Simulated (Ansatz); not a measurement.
C8H16 can be A, `CC(C)=CC(C)(C)C`, or B, `C[C@@H]1CCCC[C@@H]1C`.

Computed with Ansatz on PBE0-D4/def2-TZVP structures; ΔE is electronic, products minus reactants. CBS: MP2 limit from def2 TZ/QZ plus the TZ coupled-cluster correction, frozen cores. Functionals use def2-TZVPP.

A:

Z-matrix (Å, degrees):
```
C
C 1 1.497
H 1 1.086 2 113.9
H 1 1.096 2 110.1 3 -121.5
H 1 1.096 2 110.2 3 121.5
C 2 1.334 1 126.3 3 -0.9
C 2 1.499 1 113.5 3 179.2
C 6 1.517 2 130.5 1 -0.0
H 6 1.089 2 115.5 1 -180.0
H 7 1.096 2 110.9 1 -59.2
H 7 1.096 2 110.9 1 58.9
H 7 1.091 2 111.9 1 179.8
C 8 1.531 6 111.5 2 62.3
C 8 1.531 6 111.5 2 -61.5
C 8 1.530 6 107.7 2 -179.6
H 13 1.094 8 110.3 6 176.3
H 13 1.090 8 112.3 6 -63.4
H 13 1.093 8 110.6 6 56.8
H 14 1.094 8 110.2 6 -176.0
H 14 1.090 8 112.4 6 63.7
H 14 1.093 8 110.6 6 -56.6
H 15 1.093 8 111.0 6 60.1
H 15 1.094 8 111.0 6 -60.0
H 15 1.093 8 110.8 6 -180.0
```

B:

Z-matrix (Å, degrees):
```
C
C 1 1.524
H 1 1.092 2 112.5
H 1 1.093 2 110.2 3 -119.7
H 1 1.092 2 111.6 3 120.9
C 2 1.530 1 111.7 3 66.1
C 2 1.537 1 113.7 3 -58.6
H 2 1.098 1 107.0 3 -176.5
C 6 1.523 2 112.7 1 -71.4
H 6 1.095 2 109.8 1 52.1
H 6 1.097 2 108.7 1 168.2
C 7 1.526 2 111.6 1 71.1
C 7 1.519 2 113.1 1 -55.5
H 7 1.100 2 105.9 1 -173.0
C 9 1.522 6 111.0 2 -55.9
H 9 1.094 6 109.9 2 -178.1
H 9 1.096 6 109.9 2 65.3
H 12 1.097 7 109.5 2 -66.6
H 12 1.095 7 109.3 2 177.7
H 13 1.094 7 111.4 2 -51.4
H 13 1.093 7 110.8 2 -171.5
H 13 1.093 7 111.5 2 69.1
H 15 1.098 9 109.0 6 -66.0
H 15 1.094 9 110.5 6 177.3
```

**Question.** Which isomer does CCSD(T)/CBS put lower? Give the gap. (Estimate.)

**Answer.** The calculation gave: B, by 18.6 kcal/mol.

**Question.** Give E(B) − E(A) in kcal/mol with LDA (SPW92), CCSD(T)/def2-SVP, CCSD/def2-TZVPP, CCSD(T)/def2-TZVPP, ωB97M-V, B2PLYP, r2SCAN-D4. (Best estimate.)

**Answer.** Ansatz gave: LDA (SPW92) -23.5, CCSD(T)/def2-SVP -20.5, CCSD/def2-TZVPP -19.3, CCSD(T)/def2-TZVPP -18.5, ωB97M-V -19.4, B2PLYP -16.1, r2SCAN-D4 -18.3. None reverses the order clearly.

Largest T1 diagnostic: 0.009.

From r2SCAN to r2SCAN0 (25 % exact exchange), in def2-TZVPP and without D4, E(B) − E(A) moves by −2.7 kcal/mol. The D4 term adds −1.4 kcal/mol with B3LYP and −0.7 kcal/mol with PBE0; it sums over pairs of atoms, weighted by their polarisabilities, and B3LYP, whose exchange is more repulsive, gets the larger term.

B3LYP here is the variant with VWN-RPA as its local correlation; programs differ in this.
